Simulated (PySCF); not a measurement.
CsPb: energy against distance

Set-up: basis Cs def2-SVPD with ECP46, Pb def2-SVPD with ECP60; scalar-relativistic core potentials; PySCF 2.14. Energies in eV from Cs + Pb in their ground configurations at the same level. State: ⁴Σ⁻ (quartet), unpaired electrons σ ↑, π ↑↑.

All columns are PBE. A positive dipole means Cs(−)Pb(+).

```
R (Å)  E (eV)   μ (D)  Mulliken charge on Cs (basis-dependent)  HOMO (eV)  LUMO (eV)  Mayer bond order  ⟨S²⟩
3.130  -0.970   -7.35                                     0.48      -3.02      -1.90              0.88  3.75
3.275  -1.157   -7.89                                     0.48      -2.95      -1.95              0.86  3.75
3.421  -1.258   -8.39                                     0.49      -2.85      -1.99              0.85  3.75
3.530  -1.294   -8.73                                     0.49      -2.79      -2.02              0.84  3.75
3.639  -1.305   -9.04                                     0.49      -2.73      -2.04              0.83  3.75
3.748  -1.297   -9.34                                     0.48      -2.68      -2.06              0.82  3.75
3.894  -1.266   -9.70                                     0.48      -2.62      -2.09              0.81  3.75
4.076  -1.206  -10.09                                     0.47      -2.56      -2.12              0.80  3.75
4.294  -1.116  -10.48                                     0.46      -2.51      -2.15              0.78  3.75
4.585  -0.987  -10.85                                     0.44      -2.46      -2.19              0.74  3.75
```

A fit through these points gives, at Re = 3.644 Å, μ = -9.06 D and dμ/dR = -2.80 D/Å; the reduced mass is 81.09 u.

Task: How strong is the fundamental in the double-harmonic approximation, I = 42.26·(dμ/dR)²/μred km/mol?

Result: I = 42.26·(-2.80)²/81.09 = 4.09 km/mol at PBE.

These are scalar-relativistic numbers at best; spin–orbit coupling would shift them, the dissociation energy most. The state is the lowest determinant that a PBE0 search found; another state may lie lower at other levels.
